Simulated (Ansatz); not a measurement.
LiO, multiplicity 2 (the spin of the measured ground state), most abundant isotopes (7.0160 and 15.9949 u). Constants from fifth-degree fits in 1/R to seven points on the lowest solution found; no spin–orbit coupling, no relativity up to Kr; ω_e x_e and α_e move by some per cent with the fit.

Correlated levels freeze the inner cores; with def2 sets outer-core shells near the valence are correlated too.

Run with Ansatz (a program for electronic structure). Values without a source in brackets are computed.

Total energies (hartree; each atom in its lowest state at that level) and vibrational constants (cm⁻¹):

```json
[
 {"level": "PBE/def2-TZVPP", "E(LiO) at r_e": "-82.608161", "E(Li)": "-7.461919", "E(O)": "-75.009672", "ω_e": "798", "ω_e x_e": "7.2"},
 {"level": "B3LYP/def2-TZVPP", "E(LiO) at r_e": "-82.723515", "E(Li)": "-7.492798", "E(O)": "-75.096275", "ω_e": "823", "ω_e x_e": "6.9"},
 {"level": "wB97M-V/def2-TZVPP", "E(LiO) at r_e": "-82.685864", "E(Li)": "-7.472067", "E(O)": "-75.077171", "ω_e": "821", "ω_e x_e": "6.8"},
 {"level": "CCSD(T)/def2-QZVPP", "E(LiO) at r_e": "-82.592964", "E(Li)": "-7.467933", "E(O)": "-74.994067", "ω_e": "806", "ω_e x_e": "6.8"}
]
```

Work out D_e and D₀ in eV.


D_e = E(Li) + E(O) − E(molecule), times 27.2114 eV; D₀ = D_e − (ω_e/2 − ω_e x_e/4)/8065.54.
- PBE/def2-TZVPP: D_e = 3.716, zero point 0.049, D₀ = 3.667 eV
- B3LYP/def2-TZVPP: D_e = 3.658, zero point 0.051, D₀ = 3.608 eV
- wB97M-V/def2-TZVPP: D_e = 3.718, zero point 0.051, D₀ = 3.667 eV
- CCSD(T)/def2-QZVPP: D_e = 3.564, zero point 0.050, D₀ = 3.514 eV
No counterpoise correction is made.
